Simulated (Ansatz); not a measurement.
Compare A (`C/C=N\[SiH2]Cl`) with its isomer B (`C/C(Cl)=N\[SiH3]`).

Gas-phase electronic energies from Ansatz, PBE0-D4/def2-TZVP geometries. CCSD(T)/CBS adds triple-zeta CCSD(T) − MP2 to the extrapolated MP2 energy (def2 sets, frozen cores). Double bonds are as drawn, so ΔE can hold a change between cis and trans. Functionals use def2-TZVPP. B3LYP here is the variant with VWN-RPA as its local correlation; programs differ in this. One conformer a species, not always the lowest.

(1) Which is lower in electronic energy at CCSD(T)/CBS, and by how much? (Estimate.)

(2) Give E(B) − E(A) in kJ/mol with B3LYP-D4, B3LYP, B2PLYP, PBE0-D4, CCSD(T)/def2-TZVPP, MP2/def2-TZVPP, HF/def2-TZVPP. (Best estimate.)

Largest T1 diagnostic: 0.012.

## Answers

(1) The calculation gave: A, by 134.8 kJ/mol.

(2) The calculation gave: B3LYP-D4 129.3, B3LYP 129.7, B2PLYP 130.8, PBE0-D4 129.4, CCSD(T)/def2-TZVPP 130.9, MP2/def2-TZVPP 130.9, HF/def2-TZVPP 145.7. None reverses the order clearly.

From PBE to PBE0 (25 % exact exchange), in def2-TZVPP and without D4, E(B) − E(A) moves by +7.7 kJ/mol. In def2-TZVPP, CCSD(T) changes the Hartree–Fock value by −14.8 kJ/mol (the triples alone add −4.1 kJ/mol) and MP2 by −14.8 kJ/mol.
